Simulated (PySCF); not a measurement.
**Electric properties by functional and basis**

CH2Br2.
Atom-mapped SMILES: `[Br:1][CH2:2][Br:3]` (hydrogens: H4, H5 on C2)

PySCF, dipoles from the SCF density, polarisabilities from static response with core orbitals frozen. Isolated species at its PBE0-D3(BJ)/def2-SVP geometry, gas phase. Relativistic effects, spin–orbit coupling among them, are left out although an element past zinc is present.

Reference dipole: 1.430 D (measured, gas; NIST CCCBDB Release 22 (SRD 101), experimental dipoles). Reference polarisability: 8.680 Å³ (measured, gas; NIST CCCBDB Release 22 (SRD 101), experimental polarizabilities). The anisotropy is √(½[(α1 − α2)² + (α2 − α3)² + (α3 − α1)²]).

| level | μ (D) | error (%) | α (au) | error (%) | anisotropy (au) |
| --- | --- | --- | --- | --- | --- |
| LDA/def2-SVPD | 1.413 | -1.2 | 59.85 | +2.2 | 29.20 |
| PBE/def2-SVPD | 1.380 | -3.5 | 59.83 | +2.1 | 29.20 |
| B3LYP/def2-SVPD | 1.432 | +0.1 | 58.35 | -0.4 | 28.01 |
| PBE0/def2-SVPD | 1.452 | +1.5 | 57.51 | -1.8 | 27.32 |
| BHandHLYP/def2-SVPD | 1.509 | +5.5 | 56.34 | -3.8 | 26.65 |
| CAM-B3LYP/def2-SVPD | 1.465 | +2.5 | 57.15 | -2.4 | 26.65 |
| wB97X-D/def2-SVPD | 1.479 | +3.4 | 57.19 | -2.4 | 26.51 |
| LC-wPBE/def2-SVPD | 1.476 | +3.2 | 55.53 | -5.2 | 25.16 |
| HF/def2-SVPD | 1.644 | +14.9 | 55.00 | -6.1 | 25.84 |
| PBE0/6-31G* | 1.651 | +15.5 | 41.09 | -29.8 | 28.21 |
| PBE0/def2-SVP | 1.478 | +3.3 | 40.88 | -30.2 | 27.60 |
| PBE0/aug-cc-pVDZ | 1.511 | +5.7 | 55.87 | -4.6 | 28.38 |
| PBE0/def2-TZVP | 1.512 | +5.8 | 50.89 | -13.1 | 29.34 |
| PBE0/def2-TZVPD | 1.477 | +3.3 | 58.18 | -0.7 | 27.63 |
| PBE0/aug-cc-pVTZ | 1.478 | +3.3 | 58.04 | -0.9 | 27.82 |

For the dipole, the smallest error is 0.1% (B3LYP/def2-SVPD) and the largest 15.5% (PBE0/6-31G*). For the polarisability, the smallest error is 0.4% (B3LYP/def2-SVPD) and the largest 30.2% (PBE0/def2-SVP). The dipole runs from 1.38 D (PBE/def2-SVPD) to 1.65 D (PBE0/6-31G*). In one basis (def2-SVPD) the functionals order the polarisability from HF (lowest) to LDA (highest), a spread of 9%. With PBE0 the polarisability is 44.29 au without diffuse functions (mean of 6-31G*, def2-SVP and def2-TZVP) and 57.40 au with them (mean of aug-cc-pVDZ, def2-SVPD, def2-TZVPD and aug-cc-pVTZ). Measured values can belong to vibrating molecules; the computed ones are for one fixed geometry.
